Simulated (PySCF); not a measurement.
Compound: VSeF3 (singlet state).
Structure used (PBE0-D3(BJ)/def2-SVP), in Å, numbered top down from 1:
```xyz
5
F3SeV angstrom
V      0.000    0.001   -0.095
Se     0.002   -0.017    2.024
F      1.603    0.010   -0.644
F     -0.807    1.393   -0.631
F     -0.799   -1.387   -0.653
```

Theory: PBE0-D3(BJ)/def2-SVP geometry optimisation, gas phase (PySCF 2.14.0).

Q: Which atoms are bound to V1, and at what distances?

A: 4 atoms: F3 1.695 Å, F5 1.695 Å, F4 1.695 Å, Se2 2.119 Å.

Q: List the angles at V1.

A: 
```csv
angle,degrees,distance of the outer atoms (Å)
F4–V1–F5,110.1,2.78
F3–V1–F5,110.1,2.78
F3–V1–F4,110.1,2.78
Se2–V1–F4,108.9,3.11
Se2–V1–F5,108.8,3.11
Se2–V1–F3,108.8,3.11
```

Q: What is the shape at V1?

A: Tetrahedral: angles from 108.8° to 110.1°; τ4 = (360° − α − β)/141° = 0.99 with α and β the two widest (0 for a square, 1 for a tetrahedron).

Q: What are the rotational constants (commonest isotopes, rigid rotor)?

A: A = 3444, B = 1453, C = 1453 MHz: a prolate symmetric top.

Point group: C3v (every atom within 0.08 Å of its image). Charge 0, singlet. Stationary, but not proved a minimum.

Time: 19 s wall. Hardware: one thread of an Arm Neoverse V2, shared host. That covers the optimisation of the geometry.
